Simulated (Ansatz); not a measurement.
Geometry optimisation, Ansatz 0.2.0, RKS PBE-D4/def2-mTZVP.

Input:

```yaml
crystal:
  periodic: [false, false, false]
  atoms:
    - { symbol: Sn, position_ang: [-0.3046, 0.7049, 0.0843] }
    - { symbol: H, position_ang: [-0.3036, -1.364, -0.794] }
    - { symbol: H, position_ang: [-0.1029, 1.0647, -1.5582] }
    - { symbol: H, position_ang: [-1.7617, 0.0994, 0.7008] }
    - { symbol: H, position_ang: [0.183, 2.0716, 1.0295] }
    - { symbol: H, position_ang: [0.512, -1.5413, -0.289] }
    - { symbol: Cl, position_ang: [1.7778, -1.0355, 0.8266] }
basis:
  gaussian: { orbitals: def2-mTZVP }
hamiltonian:
  xc: pbe
  dispersion: d4
relax:
  f_tol: 0.15
  max_steps: 25
  restrain:
    - { distance: [0, 6], at: 3.71, k: 30.0 }
    - { distance: [5, 1], at: 1.92, k: 30.0 }
    - { distance: [0, 1], at: 1.7, k: 30.0 }
    - { distance: [5, 6], at: 1.33, k: 30.0 }
```

Command:

```bash
$ ansatz run input.yaml --threads 2 --pin off --max-ram 3072MiB --backend cpu --events-out ev --progress --plain --runs-dir out
```

Where does it end, and by what steps?

The run converged. The restraints hold the end off the free minimum. After 8 steps the energy has fallen by 0.891 eV (the restraints' own energy left out); H6 moved furthest, 0.90 Å. Joined: Sn1–H2 (2.25 → 1.71 Å), H6–Cl7 (1.76 → 1.32 Å).

| step | energy less start (eV) | largest force component (eV/Å) | accepted |
| --- | --- | --- | --- |
| 0 | 0.0000 | 2.122 | yes |
| 1 | 0.8657 | 1.272 | yes |
| 2 | 0.9910 | 1.899 | yes |
| 3 | 0.6696 | 1.647 | yes |
| 4 | 0.0338 | 0.871 | yes |
| 5 | -0.4583 | 0.626 | yes |
| 6 | -0.7640 | 0.355 | yes |
| 7 | -0.8777 | 0.404 | yes |
| 8 | -0.8908 | 0.449 | yes |

```xyz
7
Properties=species:S:1:pos:R:3
Sn -0.683 0.624 -0.220
H -0.321 -0.995 -0.634
H -0.670 1.555 -1.670
H -2.259 0.649 0.476
H 0.454 1.264 0.892
H 1.259 -1.739 0.167
Cl 2.220 -1.358 0.989
```

Run time: 6.8 s on 2 threads of Intel(R) Xeon(R) Platinum 8488C (Sapphire Rapids) (shared host), peak memory 0.15 GiB.
